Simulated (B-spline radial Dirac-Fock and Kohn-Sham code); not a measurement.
# X-ray scattering factor of Co

System: atomic cobalt, configuration [Ar] 3d7 4s2.

Method: relativistic Hartree-Fock (Dirac-Fock) wave functions, averaged over the configuration. Computed with a radial B-spline solver. f₀ is the Fourier transform of the spherical electron density, S the Waller-Hartree incoherent function, and s = sin θ/λ.

```
s (Å⁻¹)      f₀       S  tabulated f₀  tabulated S
      0  27.000   0.000        26.994        0.000
   0.05  26.330   1.009        26.335        1.019
    0.1  24.743   2.828        24.746        2.832
   0.15  22.897   4.386        22.893        4.369
    0.2  21.089   5.793        21.096        5.764
   0.25  19.358   7.179        19.371        7.143
    0.3  17.704   8.509        17.710        8.469
   0.35  16.140   9.747        16.139        9.704
    0.4  14.691  10.885        14.690       10.844
   0.45  13.375  11.932        13.381       11.895
    0.5  12.206  12.900        12.217       12.867
    0.6  10.307  14.619        10.312       14.596
    0.7   8.929  16.065         8.921       16.050
    0.8   7.954  17.257         7.945       17.249
    0.9   7.258  18.230         7.258       18.229
      1   6.738  19.034         6.748       19.039
    1.1   6.319  19.713         6.332       19.726
    1.2   5.951  20.304         5.959       20.322
    1.4   5.270  21.307         5.262       21.336
    1.6   4.613  22.142         4.601       22.179
    1.8   3.989  22.843         3.986       22.882
      2   3.424  23.424         3.435       23.462
    2.5   2.366  24.450         2.383       24.480
      3   1.763  25.069         1.761       25.092
    3.5   1.441  25.477         1.431       25.497
      4   1.258  25.779         1.254       25.799
      5   1.033  26.218         1.042       26.238
      6   0.853  26.512         0.850       26.531
```

Tabulated f₀: the analytical fit of Waasmaier and Kirfel, Acta Cryst. A51, 416 (1995); tabulated S: Hubbell et al., J. Phys. Chem. Ref. Data 4, 471 (1975). These are calculations too.

f₀ starts at the number of electrons, 27, and has fallen to half at s ≈ 0.45 Å⁻¹. The sum of ⟨r²⟩ over the electrons is 38.86 bohr². It fixes the forward electron scattering factor, f_e(0) = (a₀/3)Σ⟨r²⟩ = 6.854 Å.
